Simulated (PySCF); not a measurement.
From one molecule to another.

First species: C6H9NO.
InChI=1S/C6H9NO/c8-5-6-1-3-7-4-2-6/h3,5-6H,1-2,4H2/t6-/m1/s1

Second species: C6H9NO.
Z-matrix (Å and degrees, GFN2-xTB geometry), rows numbered from 1:
```
C 
N   1  1.2610
C   2  1.3788  1  120.33
C   3  1.3353  2  120.98  1  -178.86
C   4  1.4933  3  123.67  2     1.28
C   5  1.5264  4  107.04  3    97.87
C   6  1.5015  5  113.67  4   -87.86
O   6  1.2023  5  122.34  4    91.24
H   1  1.0793  2  118.42  3  -179.97
H   1  1.0952  2  124.22  3     0.26
H   3  1.0919  2  118.32  1     1.91
H   4  1.0798  3  119.63  2   178.76
H   5  1.0882  4  109.65  3   -21.29
H   5  1.0904  4  109.92  3  -143.99
H   7  1.0867  6  110.59  5   162.63
H   7  1.0867  6  110.26  5    39.68
H   7  1.0892  6  108.29  5   -78.13
```

Levels: B3LYP/def2-SVPD for HOMO energy, LUMO energy, HOMO–LUMO gap and static isotropic polarisability; TDDFT B3LYP/def2-SVPD for lowest singlet excitation; TDA B3LYP/def2-SVPD for lowest triplet excitation (Tamm–Dancoff). Geometries: GFN2-xTB. Each species is one conformer at its optimised geometry, gas phase, non-relativistic unless stated; the electronic structure was computed with PySCF and density fitting.

Dipoles, sizes and rotational constants follow the conformer. The torsions of the flexible species, by atom-mapped SMILES:
- `[CH2:1]=[N:2]/[CH:3]=[CH:4]\[CH2:5][C:6]([CH3:7])=[O:8]`: C1–N2–C3–C4 -179°, C3–C4–C5–C6 98°, C4–C5–C6–C7 -88°

The conformers of `O=C[C@@H]1CC=NCC1` aren't listed.

Values for the first species:

| Item | Value |
| --- | --- |
| HOMO energy | -6.68 eV |
| LUMO energy | -1.32 eV |
| HOMO–LUMO gap | 5.36 eV |
| Lowest singlet excitation | 4.26 eV |
| Lowest triplet excitation (Tamm–Dancoff) | 3.69 eV |
| Static isotropic polarisability | 76.3 au |

(1) Estimate the same properties for the second species, and the change in each.

Answers

(1) 
```tsv
property	first	second	second less first
HOMO energy	-6.68 eV	-6.68 eV	0.00 eV
LUMO energy	-1.32 eV	-1.86 eV	-0.54 eV
HOMO–LUMO gap	5.36 eV	4.82 eV	-0.54 eV
lowest singlet excitation	4.26 eV	4.03 eV	-0.23 eV
lowest triplet excitation (Tamm–Dancoff)	3.69 eV	3.08 eV	-0.61 eV
static isotropic polarisability	76.3 au	90.1 au	+13.8 au
```

On the first: No computed singlet falls in the visible range (750 to 380 nm, 1.65 to 3.26 eV); S1 lies 1.00 eV above its blue end. S1 lies 1.10 eV below the HOMO–LUMO gap; its leading configuration is HOMO−1→LUMO, weight 0.79.

On the second: The principal polarisabilities are 63.6, 78.5 and 128.4 au; their mean is the isotropic value. The 8 singlets span 4.03 to 6.77 eV, and their oscillator strengths add up to 0.56.
